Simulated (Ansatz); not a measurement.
A structure relaxed at r2SCAN-D4/def2-SVPD in Ansatz, charge -1, singlet:

Cartesian coordinates in Å:
```
Si -0.3971 0.7887 0.2957
I 1.9428 0.1112 1.3373
I 0.1764 0.5769 -2.2810
I -1.7221 -1.4768 0.6479
```

Problem. Give its formula, name or SMILES and point group.

Solution. [SiI3]- (SiI₃⁻). Point group C3v (tolerance 0.1 Å).

Problem. Summarise the bond lengths by kind (pairs closer than 1.2 times the sum of covalent radii, bridged metal pairs left out).

Solution. 3 × I–Si 2.65 Å.

In the def2 sets I takes a core potential; there is no spin–orbit coupling.
